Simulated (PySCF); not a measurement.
A structure optimised at PBE-D3(BJ)/def2-SVP, used in a PySCF frequency run:

```xyz
5

Ti     0.0000     0.0000     0.0000
F     -1.0070     1.0070    -1.0070
F      1.0070     1.0070     1.0070
F      1.0070    -1.0070    -1.0070
F     -1.0070    -1.0070     1.0070
```
Charge 0, spin multiplicity 1.

Write its SMILES, formula and point group.

[F][Ti]([F])([F])[F], F4Ti, Td

What are its rotational constants (standard atomic weights)?

3.2790, 3.2790, 3.2790 GHz
